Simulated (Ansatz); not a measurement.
`C[SiH2][TeH]` + H• → `C[SiH2][Te]`• + H₂  (hydrogen abstraction from a Te–H bond)

Isolated molecules relaxed with PBE0-D4/def2-TZVP in Ansatz; ΔE leaves out vibrations. CCSD(T)/CBS is the MP2 limit (def2-TZVPP, def2-QZVPP) plus CCSD(T) − MP2 in def2-TZVPP, frozen cores. This one scheme is used for every species, atoms too. Functionals use def2-TZVPP. No spin–orbit coupling; open shells (•) take unrestricted orbitals. Elements past krypton have def2 core potentials. For Te outer-core shells are correlated without core-valence functions, so the limit isn't a true one: a few kJ/mol of doubt a bond, and 10 to 20 or more in all where bonds break to atoms.

| level | ΔE (eV) |
| --- | --- |
| revPBE-D4 | -1.50 |
| B97M-V | -1.50 |
| PBE0-D4 | -1.43 |
| CCSD/def2-TZVPP | -1.58 |

**Question.** What does CCSD(T)/CBS give? (Best estimate.)

**Answer.** The calculation gave: -1.49 eV. The listed levels differ from it by -0.01, -0.01, 0.06, -0.09 eV.

Largest T1 diagnostic among the species: 0.011.

The D4 term adds +0.03 eV with B3LYP and +0.02 eV with PBE0; it sums over pairs of atoms, weighted by their polarisabilities, and B3LYP, whose exchange is more repulsive, gets the larger term. Leaving LDA and LC-ωPBE aside and taking each functional with its dispersion term where it has one, the values, not all of them listed here, spread over 0.22 eV, from BHLYP-D4 to PBE-D4. LDA lies +0.13 eV from PBE without D4.

B3LYP here is the variant with VWN-RPA as its local correlation; programs differ in this.
